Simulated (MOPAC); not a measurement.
MOPAC input (PM6):

```
PM6 FORCE THERMO(298,298) PRECISE LET GEO-OK AUX(PRECISION=9) THREADS=1
C2H7BO

C     1.12950601 1   -1.07321554 1    0.00247072 1
B     0.01694697 1    0.03806987 1   -0.01175899 1
C    -1.48974282 1   -0.20575487 1    0.39617518 1
O     0.44366130 1    1.27926285 1   -0.41754563 1
H     0.75851494 1   -1.98334674 1   -0.46737614 1
H     2.02457666 1   -0.73318882 1   -0.52037289 1
H     1.39133091 1   -1.29589231 1    1.03829127 1
H    -1.52487535 1   -0.78176289 1    1.32180851 1
H    -2.05035560 1    0.71505471 1    0.53212393 1
H    -1.96605608 1   -0.79830280 1   -0.38743060 1
H    -0.17432331 1    1.99735868 1   -0.44475037 1
```

From the output:

```
     H   11   0.019433   0.012547   0.029080   0.015870   3.472329

          HEAT OF FORMATION =     -94.938186 KCALS/MOLE

          ZERO POINT ENERGY      50.790 KCAL/MOL

           NORMAL COORDINATE ANALYSIS (Total motion = 1 Angstrom)

   Root No.       1         2         3         4         5         6         7         8

                 1 A       2 A       3 A       4 A       5 A       6 A       7 A       8 A

                  37.1      50.1     289.0     355.1     382.0     569.7     724.2     763.7

           1   -0.0008   -0.0004   -0.0205   -0.0559    0.0041    0.0005    0.0085    0.0209
           2   -0.0005   -0.0010   -0.0601    0.0251   -0.0015    0.0010   -0.0009   -0.0323
           3    0.0127    0.0097   -0.0002   -0.0011   -0.0099   -0.0010   -0.0342    0.0018
           4   -0.0011   -0.0005   -0.0185   -0.0535    0.0045   -0.0007   -0.0009   -0.0001
           5    0.0007   -0.0003    0.0461   -0.0204    0.0016    0.0006    0.0020   -0.0044
           6    0.0022    0.0041    0.0002    0.0090    0.1069    0.0061   -0.0016    0.0014
           7    0.0004   -0.0005    0.0606    0.0056   -0.0005   -0.0007   -0.0062   -0.0279
           8   -0.0002   -0.0001   -0.0059   -0.0612    0.0041   -0.0021   -0.0056    0.0072
           9   -0.0038    0.0151   -0.0002   -0.0010   -0.0092    0.0120    0.0320   -0.0034
          10    0.0003    0.0007   -0.0291    0.0725   -0.0050    0.0006   -0.0027   -0.0035
          11    0.0011    0.0004    0.0415    0.0353   -0.0022    0.0014    0.0060    0.0276
          12   -0.0084   -0.0226    0.0002   -0.0014   -0.0268   -0.0417    0.0104   -0.0006
          13   -0.0106    0.0094   -0.0935   -0.0056    0.1135   -0.0572   -0.1287    0.1702
          14    0.0722   -0.1508   -0.1056    0.0522    0.0051   -0.0065   -0.0053    0.0502
          15    0.0880   -0.1406   -0.0042   -0.0038   -0.0635    0.0252    0.0419   -0.0052
          16   -0.0016   -0.0033    0.0857   -0.1106    0.0422   -0.0092   -0.0319   -0.1473
          17    0.0202   -0.0435   -0.1051    0.0505   -0.0010   -0.0023   -0.0011    0.0448
          18   -0.0794    0.2070    0.0026   -0.0107   -0.0846    0.0329    0.0491   -0.0063
          19    0.0104   -0.0069   -0.0548   -0.0542   -0.1507    0.0730    0.2038    0.0749
          20   -0.1004    0.2073   -0.0988    0.0471   -0.0138    0.0061    0.0085    0.0394
          21    0.0479   -0.0574   -0.0014   -0.0066   -0.0659    0.0271    0.0441    0.0017
          22   -0.1184   -0.0540    0.1301    0.0769    0.0630    0.0467    0.0817    0.0812
          23    0.0966    0.0368    0.0254   -0.0258    0.0893    0.0670    0.1079    0.0521
          24   -0.1600   -0.0490    0.0051   -0.0001   -0.0608   -0.0353   -0.0402    0.0045
          25   -0.0379   -0.0181    0.0453   -0.0053    0.0205    0.0143    0.0121   -0.0539
          26    0.0203    0.0064   -0.1036   -0.1428    0.0365    0.0184    0.0094   -0.1636
          27    0.1984    0.1059   -0.0052   -0.0138   -0.0849   -0.0477   -0.0476    0.0018
          28    0.1700    0.0777    0.1023    0.0334   -0.0959   -0.0654   -0.1086    0.0583
          29   -0.1269   -0.0475    0.0038   -0.0649   -0.1160   -0.0977   -0.1560    0.0284
          30   -0.0770   -0.0133    0.0018   -0.0041   -0.0632   -0.0353   -0.0419    0.0039
          31    0.0004    0.0008   -0.0334    0.0870   -0.0058   -0.0026   -0.0043   -0.0442
          32    0.0023    0.0008    0.0165    0.1731   -0.0132   -0.0007   -0.0025   -0.1427
          33   -0.0143   -0.0338    0.0000   -0.0099   -0.0705    0.4983   -0.1280    0.0127

   Root No.       9        10        11        12        13        14        15        16

                 9 A      10 A      11 A      12 A      13 A      14 A      15 A      16 A

                 786.0     826.2     873.5     905.8    1215.3    1231.8    1235.0    1246.5

           1   -0.0644   -0.0353    0.0398   -0.0039   -0.0131   -0.0061    0.0227   -0.0117
           2   -0.0222   -0.0280   -0.0334    0.0039    0.0078   -0.0127   -0.0295   -0.0067
           3   -0.0068   -0.0014   -0.0025   -0.0400    0.0045    0.0002   -0.0056    0.0182
           4   -0.0019    0.0081   -0.0165   -0.0012   -0.0385   -0.0222    0.0028    0.0003
           5   -0.0089   -0.0076    0.0096   -0.0024   -0.0295   -0.0093   -0.0133    0.0020
           6    0.0021   -0.0010    0.0079    0.0834   -0.0017   -0.0003   -0.0001   -0.0000
           7    0.0353    0.0457    0.0093   -0.0000    0.0020   -0.0119    0.0010    0.0136
           8    0.0931   -0.0090   -0.0103   -0.0012   -0.0156    0.0253   -0.0209    0.0038
           9    0.0047    0.0023   -0.0050   -0.0400    0.0052   -0.0025    0.0025   -0.0249
          10    0.0168    0.0021   -0.0379    0.0035    0.0022    0.0023   -0.0046    0.0007
          11   -0.0741    0.0290   -0.0035    0.0013    0.0063   -0.0011    0.0080   -0.0017
          12    0.0005    0.0005   -0.0016   -0.0114    0.0003    0.0002    0.0001   -0.0002
          13   -0.0202    0.0544    0.1519   -0.1559    0.1132    0.0254   -0.1279   -0.0139
          14    0.0250    0.0268    0.0320   -0.0118   -0.0003    0.0816    0.1332   -0.0562
          15    0.0137    0.0011   -0.0060    0.0362   -0.0620    0.0682    0.2099   -0.0386
          16   -0.2025   -0.1842   -0.0986   -0.0263    0.1437    0.1202    0.0142    0.0435
          17    0.0364    0.0378    0.0259   -0.0031   -0.0455   -0.0437   -0.0105    0.0196
          18    0.0097    0.0034    0.0015    0.0401   -0.0362   -0.0443   -0.0201   -0.1816
          19   -0.0030    0.0165    0.1087    0.1865    0.1264    0.0448   -0.1196    0.0840
          20    0.0250    0.0230    0.0229    0.0044   -0.0032    0.1349    0.2270    0.1135
          21    0.0034    0.0026    0.0102    0.0404    0.0518   -0.0255   -0.1234    0.0049
          22    0.1555   -0.1106   -0.0399   -0.0823    0.0566    0.0660    0.0123    0.0878
          23    0.1705   -0.0867   -0.0440   -0.1119    0.1187   -0.1167    0.0976   -0.0142
          24   -0.0160    0.0012    0.0070    0.0343   -0.0883    0.1587   -0.0966    0.0472
          25    0.0257    0.0816    0.0182   -0.0201    0.0365    0.0165    0.0095   -0.0520
          26    0.0027    0.2268    0.0597   -0.0309    0.1335    0.0766    0.0395   -0.0215
          27   -0.0122   -0.0047    0.0058    0.0397   -0.0319   -0.0392    0.0019    0.2454
          28    0.0896   -0.0661   -0.0048    0.1073    0.0488    0.1499   -0.0234   -0.1884
          29    0.0933   -0.0387    0.0070    0.1570    0.1342   -0.1491    0.1196   -0.0006
          30    0.0037   -0.0063    0.0039    0.0394    0.0667   -0.0889    0.0648    0.0017
          31    0.0544   -0.0367    0.0580   -0.0056   -0.0148   -0.0062   -0.0053    0.0019
          32    0.0725   -0.1271    0.3692   -0.0312   -0.0300   -0.0163    0.0097   -0.0018
          33   -0.0083   -0.0054    0.0081    0.0099   -0.0016   -0.0012    0.0003    0.0048

   Root No.      17        18        19        20        21        22        23        24

                17 A      18 A      19 A      20 A      21 A      22 A      23 A      24 A

                1250.5    1263.5    1318.9    1374.2    2464.1    2696.1    2698.7    2703.7

           1    0.0022    0.0321   -0.0682   -0.0832    0.0027    0.0003   -0.0004   -0.0003
           2    0.0051    0.0103   -0.0155    0.0108    0.0009    0.0052   -0.0119   -0.0407
           3   -0.0255    0.0082   -0.0024   -0.0032   -0.0000    0.0229   -0.0268    0.0151
           4   -0.0118    0.0018    0.0968    0.1650   -0.0161    0.0000    0.0003   -0.0003
           5   -0.0086   -0.0221    0.1224   -0.1484   -0.0010    0.0003   -0.0002   -0.0010
           6    0.0009   -0.0001    0.0007    0.0001   -0.0001   -0.0002   -0.0017    0.0006
           7    0.0030   -0.0243   -0.0636   -0.0120    0.0018    0.0025   -0.0001   -0.0100
           8    0.0007   -0.0138   -0.0814    0.0214   -0.0005   -0.0019   -0.0001    0.0066
           9   -0.0194   -0.0088   -0.0046    0.0009    0.0001   -0.0294   -0.0229    0.0033
          10    0.0008   -0.0056    0.0067   -0.0538   -0.0465    0.0001   -0.0001   -0.0003
          11    0.0017    0.0110   -0.0291    0.0703    0.0142   -0.0000    0.0000    0.0000
          12   -0.0007    0.0000   -0.0001    0.0001   -0.0002   -0.0000   -0.0001    0.0000
          13    0.0754   -0.1164    0.0888    0.0089   -0.0032   -0.0442    0.0377   -0.1314
          14    0.1227   -0.1177    0.0673    0.0249    0.0002    0.0841   -0.0755    0.2244
          15    0.0655   -0.0447    0.0048   -0.0049    0.0015   -0.0733    0.0596   -0.2478
          16    0.0281   -0.1253    0.0133    0.1032   -0.0004   -0.0354    0.0606    0.1273
          17   -0.0638    0.0727   -0.0284   -0.0560   -0.0009   -0.0864    0.1471    0.3021
          18    0.2376   -0.0469    0.0048    0.0173   -0.0001   -0.0087    0.0213    0.0792
          19   -0.0591   -0.0711    0.0621    0.0229   -0.0019    0.0773   -0.0952    0.0094
          20   -0.1081   -0.0597    0.0461   -0.0072    0.0003   -0.0621    0.0745   -0.0279
          21    0.0006   -0.0088    0.0172    0.0210   -0.0013   -0.2001    0.2484   -0.0178
          22    0.1194    0.1760    0.1316    0.0425    0.0001   -0.0793   -0.0564    0.0328
          23   -0.0035    0.0217    0.0326    0.0222   -0.0029    0.1464    0.1028   -0.0655
          24    0.0570    0.0669    0.0161    0.0110   -0.0023    0.1390    0.0963   -0.0708
          25   -0.0261    0.0110   -0.0041   -0.0230   -0.0116    0.0293    0.0423    0.0947
          26    0.0554    0.1668    0.1341   -0.0945    0.0073   -0.0062   -0.0080   -0.0157
          27    0.1735    0.0450    0.0120   -0.0116   -0.0038   -0.0088   -0.0024    0.0225
          28   -0.0803    0.1091    0.0954    0.0410    0.0008    0.0186    0.0142   -0.0049
          29    0.0032    0.0112    0.0386   -0.0096   -0.0027   -0.1186   -0.0950    0.0002
          30   -0.0013   -0.0032    0.0227   -0.0100    0.0053    0.2314    0.1874    0.0083
          31   -0.0048   -0.0071    0.0399    0.0247    0.8723   -0.0007    0.0003    0.0017
          32   -0.0101    0.0098    0.0124    0.2118   -0.2203    0.0002   -0.0000   -0.0003
          33    0.0037    0.0005    0.0007    0.0014    0.0037    0.0001    0.0003    0.0001

   Root No.      25        26        27

                25 A      26 A      27 A

                2706.5    2778.4    2782.3

           1    0.0004   -0.0161    0.0068
           2    0.0111    0.0002   -0.0002
           3   -0.0017   -0.0005    0.0001
           4   -0.0008   -0.0039   -0.0005
           5    0.0017   -0.0009   -0.0029
           6   -0.0002    0.0000   -0.0000
           7   -0.0344   -0.0037   -0.0092
           8    0.0214   -0.0051   -0.0136
           9   -0.0037   -0.0004   -0.0007
          10   -0.0001    0.0001   -0.0004
          11   -0.0001   -0.0000    0.0006
          12   -0.0000   -0.0000    0.0000
          13    0.0289    0.0755   -0.0314
          14   -0.0481   -0.1539    0.0630
          15    0.0547    0.1612   -0.0661
          16   -0.0371    0.0778   -0.0299
```
